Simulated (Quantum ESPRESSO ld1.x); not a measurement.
The numbers below are computed, except where a source is named.
Q: Species: the gold ion Au1.25+. Configuration: [He] 2s1.75 2p6 3s2 3p6 3d10 4s2 4p6 4d10 4f14 5s2 5p6 5d10 (fractional occupations, a model configuration). Level of theory: Dirac Kohn-Sham, revPBE, spin-unpolarised, spherical densities, point nucleus (ld1.x of Quantum ESPRESSO 7.5). Some entries of the table are withheld. Estimate them.

orbital  occ.  eigenvalue (eV)  <1/r> (bohr^-1)
1s1/2       2         -80756.3            95.85
2s1/2    1.75         -14283.2            23.57
2p1/2       2         -13702.9            23.51
2p3/2       4         -11862.4            19.16
3s1/2       2         -3386.42            8.662
3p1/2       2         -3125.16              (1)
3p3/2       4         -2717.59              (2)
3d3/2       4         -2285.31            7.339
3d5/2       6         -2197.27            7.079
4s1/2       2         -745.588            3.666
4p1/2       2         -633.618            3.556
4p3/2       4         -535.736            3.162
4d3/2       4         -352.546            2.962
4d5/2       6         -334.208            2.871
5s1/2       2         -120.742              (3)
4f5/2       6         -97.8316              (4)
4f7/2       8         -93.9194              (5)
5p1/2       2         -84.3156            1.356
5p3/2       4         -67.6434            1.210
5d3/2       4         -19.4163           0.8806
5d5/2       6         -17.7676           0.8432

A: 
(1) 3p1/2 <1/r> (bohr^-1): 8.573
(2) 3p3/2 <1/r> (bohr^-1): 7.436
(3) 5s1/2 <1/r> (bohr^-1): 1.484
(4) 4f5/2 <1/r> (bohr^-1): 2.501
(5) 4f7/2 <1/r> (bohr^-1): 2.465
